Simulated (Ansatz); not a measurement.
Born–Oppenheimer molecular dynamics of C₂H₄SSeSi (9 atoms, charge 0, multiplicity 1). It starts at the highest image of a converged band. Of that band: Neighbouring images differ by up to 2.2 eV, so the band resolves the path poorly. A vibrational analysis at the climbing image gives one clearly imaginary mode, 1135i cm⁻¹: a first-order saddle point.

These are results of Ansatz, RKS B3LYP-D4/def2-SVP, not measurements.

```json
{
  "ensemble": "NVE (velocity Verlet)",
  "time step": "0.5 fs",
  "steps asked": "167",
  "starting velocities drawn for": "300 K",
  "seed": "6665"
}
```

First frame:

```xyz
9
Properties=species:S:1:pos:R:3
Si -1.036 -0.784 -0.406
C 0.636 -0.048 0.158
S 2.032 -1.095 0.143
C 0.911 1.308 0.219
Se 1.380 2.944 0.222
H -2.155 0.169 -0.138
H -0.915 -1.028 -1.865
H -1.216 -2.043 0.356
H 0.451 0.531 1.293
```

Q: What does the run give?

A: The run went to its last step.

```
steps done                                               : 167
time covered                                             : 83.5 fs
mean temperature over the second half                    : 1330 K
spread of the potential energy over the second half      : 25.2 meV per atom
mean potential energy of the second half above the start : -103.7 meV per atom
```

The conserved energy stayed within 0.39 meV per atom of its start (net change -0.08 meV per atom), so the integration is sound. The system heated up, since it started high on the potential surface and ran downhill. A run of 0.084 ps of so small a system gives no equilibrium averages. The orbitals stay closed-shell, which can raise the energy where a bond breaks towards radicals; this wasn't checked here.

Q: What happens to the structure?

A: The step under study would form C4–H9 and break C2–H9. These pairs go: C4–H9 1.40 → 1.21 Å, C2–H9 1.29 → 2.36 Å. In the last frame they stand as after the step (other bonds may differ from the relaxed reactants and products). It ends as one piece, C2H4SSeSi. Pairs count as bonded within 1.25 times the sum of covalent radii (0.12 Å more for H–H). The details hang on the random start.

Q: How do temperature and energy run in time?

A: 
```json
{"time (fs)": "0.0", "T (K)": "300", "potential energy less start (eV)": "0.000", "conserved less start (meV/atom)": "0.00"}
{"time (fs)": "4.0", "T (K)": "332", "potential energy less start (eV)": "-0.028", "conserved less start (meV/atom)": "0.10"}
{"time (fs)": "8.0", "T (K)": "871", "potential energy less start (eV)": "-0.517", "conserved less start (meV/atom)": "-0.05"}
{"time (fs)": "12.0", "T (K)": "1201", "potential energy less start (eV)": "-0.816", "conserved less start (meV/atom)": "-0.15"}
{"time (fs)": "16.0", "T (K)": "906", "potential energy less start (eV)": "-0.548", "conserved less start (meV/atom)": "0.06"}
{"time (fs)": "20.0", "T (K)": "1229", "potential energy less start (eV)": "-0.841", "conserved less start (meV/atom)": "0.00"}
{"time (fs)": "24.0", "T (K)": "1641", "potential energy less start (eV)": "-1.216", "conserved less start (meV/atom)": "-0.26"}
{"time (fs)": "28.0", "T (K)": "1060", "potential energy less start (eV)": "-0.688", "conserved less start (meV/atom)": "0.01"}
{"time (fs)": "32.0", "T (K)": "654", "potential energy less start (eV)": "-0.320", "conserved less start (meV/atom)": "0.03"}
{"time (fs)": "36.0", "T (K)": "1063", "potential energy less start (eV)": "-0.693", "conserved less start (meV/atom)": "-0.28"}
{"time (fs)": "40.0", "T (K)": "1170", "potential energy less start (eV)": "-0.787", "conserved less start (meV/atom)": "0.02"}
{"time (fs)": "44.0", "T (K)": "1448", "potential energy less start (eV)": "-1.041", "conserved less start (meV/atom)": "-0.22"}
{"time (fs)": "48.0", "T (K)": "1159", "potential energy less start (eV)": "-0.778", "conserved less start (meV/atom)": "-0.09"}
{"time (fs)": "52.0", "T (K)": "1428", "potential energy less start (eV)": "-1.022", "conserved less start (meV/atom)": "-0.06"}
{"time (fs)": "56.0", "T (K)": "1778", "potential energy less start (eV)": "-1.338", "conserved less start (meV/atom)": "-0.07"}
{"time (fs)": "60.0", "T (K)": "1445", "potential energy less start (eV)": "-1.036", "conserved less start (meV/atom)": "-0.01"}
{"time (fs)": "64.0", "T (K)": "1331", "potential energy less start (eV)": "-0.934", "conserved less start (meV/atom)": "-0.06"}
{"time (fs)": "68.0", "T (K)": "1342", "potential energy less start (eV)": "-0.944", "conserved less start (meV/atom)": "-0.14"}
{"time (fs)": "72.0", "T (K)": "907", "potential energy less start (eV)": "-0.548", "conserved less start (meV/atom)": "0.06"}
{"time (fs)": "76.0", "T (K)": "956", "potential energy less start (eV)": "-0.594", "conserved less start (meV/atom)": "-0.08"}
{"time (fs)": "80.0", "T (K)": "1471", "potential energy less start (eV)": "-1.062", "conserved less start (meV/atom)": "-0.24"}
```

Time of the run: 12 min on 2 threads of Intel(R) Xeon(R) Platinum 8259CL CPU @ 2.50GHz (Skylake/Cascade Lake), with other jobs on the host, peak memory 0.31 GiB.
